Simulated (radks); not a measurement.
Q: Numerical settings for the lanthanum ion La2+, [Xe] 5d1. All-electron calculation, Dirac Kohn-Sham, BLYP, spin-unpolarised, spherical densities, finite nucleus; open shells fill j = l - 1/2 first; Fermi nuclear charge, rms radius 4.855 fm. Program: a radial shooting solver on a logarithmic mesh with Libxc functionals. The defaults (mesh step 0.008 in ln r, mesh end at 40 bohr or more with all orbitals vanishing there, Anderson mixing 0.5 over 9 steps, residual threshold near 1e-9 with the energy settled to 1e-9 hartree or 1e-11 of itself, here a cap of 62 iterations) give E = -8497.2540 hartree and 5d3/2 at -14.716 eV in 14 iterations. Run on one thread of a shared host, so times are rough (Arm Neoverse N1): 0.18 s of CPU time, 0.18 s wall, 14 iterations on 2254 mesh points. One setting is changed at a time: mesh step in ln r 0.02; mesh step in ln r 0.12; mesh step in ln r 0.08; mesh end (bohr) 5; mesh end (bohr) 400; residual threshold 0.1; residual threshold 1e-13; mixing 0.05; linear mixing, mixing 0.5; linear mixing, mixing 0.2; mixing history 3; iteration cap 2. Which runs fail to converge, and which converge to a wrong energy?

A: Not converged within the cap: mesh step in ln r 0.12; mesh step in ln r 0.08; linear mixing, mixing 0.2; iteration cap 2. Settings that end as converged yet miss the energy by more than 1 mhartree: mesh end (bohr) 5 (+0.031 hartree).
